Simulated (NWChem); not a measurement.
# Atomisation of silacyclobutane (C3H8Si)

```xyz
12

C     -1.0020    -0.9058     0.0000
C     -0.1456    -0.3997    -1.2064
Si     0.6468     0.8460     0.0000
C     -0.1456    -0.3997     1.2064
H     -1.2009    -1.9913     0.0000
H     -1.9825    -0.4013     0.0000
H      0.5849    -1.1606    -1.5285
H     -0.7045    -0.0655    -2.0928
H     -0.0029     2.1919     0.0000
H      2.1294     1.0414     0.0000
H      0.5849    -1.1606     1.5285
H     -0.7045    -0.0655     2.0928
```
Charge 0, spin multiplicity 1.

Program: NWChem. All single points use one geometry, from B3LYP/def2-SVP, a minimum by its harmonic frequencies. It is one conformer; others weren't searched.

Basis set: def2-TZVP. The atomisation energy is electronic alone: no zero-point, thermal, spin-orbit or counterpoise terms. No value is extrapolated to the basis-set limit. Free atoms are single determinants with multiplicities C 3, Si 3, H 2.

B3LYP has NWChem's definition, with VWN1-RPA local correlation. No SCF solution was tested for a lower state.

For the atomisation energy, PBE0 gives 1072.7 kcal/mol and B3LYP gives 1062.5 kcal/mol. What do BLYP, PBE, M06-2X give?

BLYP: 1050.7 kcal/mol; PBE: 1080.9 kcal/mol; M06-2X: 1070.4 kcal/mol.
